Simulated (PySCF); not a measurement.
## Radial density of Ga(2+) (gallium, charge +2)

UHF, [Ar] 3d10 4s1, 2S determinant. All numbers are calculated (PySCF 2.14, no relativity, point nucleus, in dyall-av2z).

| r (bohr) | 4πr²ρ (e/bohr) | 4πr²(ρα − ρβ) |
| --- | --- | --- |
| 0.000805 | 0.1578 | 0.0001 |
| 0.00135 | 0.4321 | 0.0002 |
| 0.00228 | 1.154 | 0.0006 |
| 0.00383 | 2.967 | 0.0015 |
| 0.00644 | 7.136 | 0.0037 |
| 0.0108 | 15.40 | 0.0078 |
| 0.0182 | 27.68 | 0.0130 |
| 0.0307 | 37.13 | 0.0132 |
| 0.0516 | 33.89 | 0.0021 |
| 0.0868 | 31.40 | 0.0063 |
| 0.146 | 43.31 | 0.0365 |
| 0.245 | 29.78 | -0.0217 |
| 0.413 | 23.01 | 0.0320 |
| 0.694 | 23.35 | -0.0161 |
| 1.17 | 6.431 | 0.2242 |
| 1.96 | 1.078 | 0.5877 |
| 3.30 | 0.1540 | 0.1477 |
| 5.56 | 0.002465 | 0.0024 |

Q: Where is the radial spin density 4πr²(ρα − ρβ) most negative, and why is it negative at all?

A: Around r = 0.245 bohr, down to -0.0217 e/bohr: exchange with the open shell polarises the paired shells in an unrestricted calculation.
